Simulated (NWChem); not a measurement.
System: CH6O2Si2; SMILES O=C[Si@@H](O)[SiH3]

```xyz
11

O      1.3712     2.0310    -0.0010
C      0.2220     1.7321    -0.2712
Si    -0.5549     0.1015     0.4015
O     -2.0630     0.0275    -0.3241
Si     0.8667    -1.7054    -0.1127
H     -0.3947     2.4060    -0.9158
H     -0.6609     0.2479     1.8850
H     -2.6280    -0.7298    -0.1174
H      1.1974    -1.7252    -1.5638
H      2.1267    -1.6087     0.6718
H      0.1972    -2.9951     0.2256
```
Atoms are numbered in this order, from 1.

Structure relaxed at the B3LYP/6-31G* (spherical d) level. B3LYP is NWChem's, with the RPA form of VWN correlation.

**Question.** List the 4 lowest vertical singlet excitations from B3LYP/6-31G* (spherical d), full TDDFT (NWChem).

**Answer.** 
```tsv
state	energy (eV)	oscillator strength	leading excitation (squared amplitude)
S1	3.27	0.003	HOMO → LUMO (0.98)
S2	5.17	0.005	HOMO → LUMO+1 (0.99)
S3	5.48	0.045	HOMO−1 → LUMO (0.96)
S4	6.14	0.033	HOMO → LUMO+2 (0.93)
```
